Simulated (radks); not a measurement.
Au, configuration [Xe] 4f14 5d9 6s1 6d1 (not the ground configuration). All-electron calculation, scalar-relativistic Kohn-Sham, B86b exchange with PBE correlation, spin-polarised, spherical densities, point nucleus; open shells are filled with parallel spins first (spin-orbit coupling, left out, can overturn this in heavy ions). Program: a radial shooting solver on a logarithmic mesh with Libxc functionals.

Local quantities along the radius. ELF = 1/(1 + alpha^2) is the electron localisation function; alpha = (tau - tau_W)/tau_unif compares the Pauli kinetic energy density with that of the uniform gas (summed over spins); 4 pi r^2 rho is in e/bohr; r v_xc is r times the local exchange-correlation potential of spin up (hartree bohr); s = |grad rho|/(2 (3 pi^2)^(1/3) rho^(4/3)) is the reduced gradient. tau is taken from the large components.

r (bohr),ELF,alpha,4 pi r^2 rho,r v_xc,s
0.002112,0.999,0.03033,29.61,-0.2111,0.6680
0.002979,0.999,0.03845,45.19,-0.2574,0.6188
0.004202,0.997,0.05360,65.17,-0.3136,0.6003
0.005927,0.993,0.08461,86.90,-0.3766,0.6111
0.008361,0.976,0.1566,104.2,-0.4392,0.6512
0.01179,0.893,0.3458,109.5,-0.4909,0.7100
0.01664,0.591,0.8311,102.0,-0.5245,0.7197
0.02347,0.335,1.408,97.62,-0.5523,0.5228
0.0331,0.489,1.022,117.2,-0.6728,0.2925
0.04669,0.731,0.6064,145.7,-0.8420,0.3346
0.06534,0.627,0.7706,137.8,-0.9053,0.4693
0.09216,0.347,1.372,115.1,-0.9062,0.3498
0.13,0.617,0.7876,134.2,-1.143,0.2245
0.1834,0.651,0.7328,117.5,-1.222,0.4494
0.2587,0.279,1.606,75.25,-1.092,0.3166
0.3649,0.669,0.7035,89.35,-1.433,0.2124
0.5147,0.609,0.8013,61.99,-1.403,0.5010
0.726,0.320,1.459,27.86,-1.169,0.5040
1.024,0.616,0.7894,19.34,-1.253,0.4352
1.445,0.555,0.8956,10.32,-1.162,0.6840
2.038,0.345,1.377,3.818,-0.9844,0.9928
2.874,0.228,1.841,1.067,-0.7584,1.632
4.022,0.039,4.934,0.2057,-0.5448,2.838
5.673,0.011,9.352,0.07938,-0.3543,0.6646
8.003,0.067,3.728,0.1189,-0.6388,0.4931
11.29,0.077,3.474,0.09184,-0.6495,1.692
15.92,0.019,7.217,0.02174,-0.4509,4.168
22.46,0.001,33.84,0.001517,-0.2904,13.85

On this mesh the ELF has minima near r = 0.023, 0.092, 0.26, 0.73, 4.8 bohr, which separate the shells, and maxima near 0.047 (0.73), 0.16 (0.72), 0.43 (0.71), 1.2 (0.64).
